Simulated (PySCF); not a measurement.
One formula, C4H10Ge, several structures.

PySCF, B3LYP/def2-SVPD, density fitting, gas phase; each molecule at its own PBE0-D3(BJ)/def2-SVP geometry, one conformer. Singlet excitations by full TDDFT with frozen cores, triplets by Tamm–Dancoff TDDFT and ionisation energies by ΔSCF, from the lowest of the holes tried. 

Torsions of the conformers computed, which needn't be the lowest (atom-mapped SMILES):
- `[CH2:1]=[CH:2][GeH2:3][CH2:4][CH3:5]`: C1–C2–Ge3–C4 114°, C2–Ge3–C4–C5 178°
- `[CH3:1][CH2:2]/[CH:3]=[CH:4]/[GeH3:5]`: C1–C2–C3–C4 -122°
- `[CH2:1]=[C:2]([GeH3:3])[CH2:4][CH3:5]`: C1–C2–C4–C5 121°

Reference: `C=[CH][GeH2][CH2]C`, with HOMO energy -7.41 eV, LUMO energy -0.50 eV, lowest singlet excitation 6.36 eV, lowest triplet excitation 4.31 eV, mean polarisability 83.5 au, dipole moment 0.74 D and vertical ionisation energy 9.42 eV.

Changes against it:

| molecule | Δ electronic energy (kcal/mol) | Δ HOMO energy (eV) | Δ LUMO energy (eV) | Δ lowest singlet excitation (eV) | Δ lowest triplet excitation (eV) | Δ mean polarisability (au) | Δ dipole moment (D) | Δ vertical ionisation energy (eV) |
| --- | --- | --- | --- | --- | --- | --- | --- | --- |
| [GeH3][CH]1CCC1 | +8.2 | -0.28 | +0.67 | +0.63 | +2.49 | -4.7 | +0.17 | +0.35 |
| C=[C]([GeH3])CC | +1.7 | +0.11 | +0.10 | +0.16 | -0.03 | -0.3 | +0.03 | +0.04 |
| C[C@@H]1C[CH2][GeH2]1 | +1.0 | +0.19 | +0.53 | 0.00 | +1.43 | -3.2 | -0.30 | -0.07 |

Rows whose labels were lost:

| row | Δ electronic energy (kcal/mol) | Δ HOMO energy (eV) | Δ LUMO energy (eV) | Δ lowest singlet excitation (eV) | Δ lowest triplet excitation (eV) | Δ mean polarisability (au) | Δ dipole moment (D) | Δ vertical ionisation energy (eV) |
| --- | --- | --- | --- | --- | --- | --- | --- | --- |
| P | +6.9 | -0.28 | +0.70 | +0.68 | +2.60 | -4.3 | +0.18 | +0.38 |
| Q | -0.3 | +0.17 | +0.13 | +0.28 | -0.03 | +2.2 | +0.45 | -0.06 |

**Question.** Which row belongs to which of `CC/C=[CH]/[GeH3]` and `C[C@@H]1C[C@@H]1[GeH3]`?

**Answer.** P = `C[C@@H]1C[C@@H]1[GeH3]` and Q = `CC/C=[CH]/[GeH3]`. P and Q are told apart most clearly by the lowest triplet excitation (+2.60 against -0.03 eV); P comes close to the labelled row of `[GeH3][CH]1CCC1` in every column.
